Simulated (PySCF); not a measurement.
# Electronic structure of Zn (zinc, neutral) at the LDA level

Configuration: [Ar] 3d10 4s2, closed-shell 1S. Computed with PySCF 2.14 in aug-cc-pwCVDZ-PP with ECP10MDF (6s6p5d3f, 70 functions), with scalar relativity through the core potential.

* Total energy: -226.7281 hartree
* One-electron energy: -407.2948 hartree
* Hartree (Coulomb) energy: 201.0019 hartree
* Exchange-correlation energy: -20.4352 hartree
* ⟨S²⟩: 0.0000
* ⟨L²⟩: 0.000
* Sum of ⟨r⟩: 20.08 bohr
* Sum of ⟨r²⟩: 32.17 bohr²

```
shell  electrons  mean orbital energy (eV)  rms radius, mean of both spins (bohr)
   3s          2                   -129.63                                  0.736
   3p          6                   -83.288                                  0.781
   3d         10                   -10.507                                   1.06
   4s          2                    -6.216                                   2.85
```

Energies and moments cover only the electrons outside the core potential.
